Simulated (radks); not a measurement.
Values are calculated unless marked as measured or tabulated.
Question: Sn4+, configuration [Kr] 4d10. Code: a radial shooting solver on a logarithmic mesh with Libxc functionals. Model: scalar-relativistic Kohn-Sham, PBE, spin-polarised, spherical densities, point nucleus. Some entries of the table are withheld. Estimate them.

orbital,occ.,eigenvalue (Ry),<r^2> (bohr^2)
1s,2,-2135.687,0.001143
2s,2,-325.0726,0.01857
2p,6,(1),(2)
3s,2,-65.25990,0.1316
3p,6,-54.49687,0.1323
3d,10,-37.93018,(3)
4s,2,(4),0.7564
4p,6,-9.70480,0.8905
4d,10,(5),1.343

Answer: 
(1) 2p eigenvalue (Ry): -292.1364
(2) 2p <r^2> (bohr^2): 0.01466
(3) 3d <r^2> (bohr^2): 0.1175
(4) 4s eigenvalue (Ry): -12.96004
(5) 4d eigenvalue (Ry): -4.97482
